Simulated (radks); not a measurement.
Br2.25+, configuration [Ar] 3d10 4p(up 1.5, down 1.5) 4s(up 1, down 0.75) (fractional occupations, a model configuration). All-electron calculation, non-relativistic Kohn-Sham, SCAN, spin-polarised, spherical densities, point nucleus; meta-GGA in the generalised Kohn-Sham scheme. Program: a radial shooting solver on a logarithmic mesh with Libxc functionals.

Unscreened Slater integrals over Kohn-Sham orbitals (cm^-1). They are taken over the spin-up orbitals.

| integral | value |
|---|---|
| F0(4p,4p) | 108420 |
| F2(4p,4p) | 57542 |
| F0(4p,4s) | 114840 |
| G1(4p,4s) | 77866 |
| F0(4p,3d) | 140180 |
| F2(4p,3d) | 29842 |
| G1(4p,3d) | 10064 |
| G3(4p,3d) | 9300.5 |
| F0(4s,4s) | 122790 |
| F0(4s,3d) | 156260 |
| G2(4s,3d) | 13093 |
| F0(3d,3d) | 343670 |
| F2(3d,3d) | 164720 |
| F4(3d,3d) | 103670 |

Derived for the open shells (J is the average intra-shell exchange parameter used in DFT+U). 4p: J = F2/5 = 11510 cm^-1.
